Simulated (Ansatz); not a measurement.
Program: Ansatz. Geometries: PBE0-D4/def2-TZVP. ΔE: electronic, gas phase. CBS: MP2 limit from def2 TZ/QZ plus the TZ coupled-cluster correction, frozen cores. This one scheme is used for every species. Functionals use def2-TZVPP. One conformer a species, not always the lowest.

Consider the ligand exchange at the Si–N bond: `CN[SiH2]Cl` + `C=CN[SiH3]` → `C=CN([SiH3])[SiH2]Cl` + CH₃NH₂.

`CN[SiH2]Cl`:

```xyz
10

C    -0.041   -1.135   -0.838
N     0.224   -0.480    0.427
Si    0.171    1.202    0.649
Cl   -1.725    2.036    0.524
H    -1.100   -1.371   -0.987
H     0.535   -2.060   -0.924
H     0.270   -0.482   -1.657
H     0.046   -1.063    1.230
H     0.673    1.503    2.008
H     0.947    1.851   -0.431
```

`C=CN[SiH3]`:

Z-matrix (Å, degrees):
```
Si
N 1 1.728
H 1 1.490 2 113.8
H 1 1.484 2 106.8 3 -119.9
H 1 1.485 2 108.6 3 120.0
C 2 1.382 1 125.6 3 -76.4
H 2 1.009 1 119.2 3 93.7
C 6 1.332 2 126.7 1 170.7
H 6 1.088 2 113.8 1 -10.2
H 8 1.085 6 122.0 2 -1.1
H 8 1.080 6 120.2 2 178.5
```

`C=CN([SiH3])[SiH2]Cl`:

Z-matrix (Å, degrees):
```
Si
N 1 1.752
H 1 1.485 2 105.3
H 1 1.483 2 111.6 3 118.8
H 1 1.483 2 111.6 3 -118.8
C 2 1.400 1 119.6 3 0.1
Si 2 1.733 1 123.5 3 -180.0
C 6 1.333 2 126.6 1 179.8
H 6 1.087 2 114.3 1 -0.2
Cl 7 2.054 2 106.6 1 0.1
H 7 1.480 2 111.6 1 117.9
H 7 1.480 2 111.6 1 -117.7
H 8 1.085 6 123.7 2 -0.0
H 8 1.081 6 119.6 2 180.0
```

CH₃NH₂:

Cartesian coordinates in Å:
```
C 0.212 -0.524 0.057
N -0.358 0.800 0.237
H 0.439 -0.802 -0.983
H -0.476 -1.272 0.458
H 1.137 -0.602 0.632
H -1.223 0.890 -0.280
H 0.269 1.510 -0.120
```

(1) Is it downhill or uphill in electronic energy at CCSD(T)/CBS, and by how much? (An estimate is asked.)

(2) What do these levels give: PBE-D4, PBE0-D4, ωB97X-V, B2PLYP, PBE, MP2/def2-TZVPP, CCSD/def2-TZVPP, CCSD(T)/def2-TZVPP, HF/def2-QZVPP, MP2/def2-QZVPP, SCS-MP2/def2-QZVPP, MP2/CBS(def2)? (An estimate is asked.)

Largest T1 diagnostic among the species: 0.012.

Results:

(1) The calculation gave: Uphill: ΔE = +0.11 eV.

(2) The calculation gave: PBE-D4 0.17, PBE0-D4 0.16, ωB97X-V 0.16, B2PLYP 0.22, PBE 0.25, MP2/def2-TZVPP 0.09, CCSD/def2-TZVPP 0.14, CCSD(T)/def2-TZVPP 0.11, HF/def2-QZVPP 0.31, MP2/def2-QZVPP 0.10, SCS-MP2/def2-QZVPP 0.13, MP2/CBS(def2) 0.10 eV.

In def2-TZVPP, CCSD(T) changes the Hartree–Fock value by −0.20 eV (the triples alone add −0.03 eV) and MP2 by −0.21 eV. The D4 term adds −0.13 eV with B3LYP and −0.07 eV with PBE0; it sums over pairs of atoms, weighted by their polarisabilities, and B3LYP, whose exchange is more repulsive, gets the larger term.

B3LYP here is the variant with VWN-RPA as its local correlation; programs differ in this.
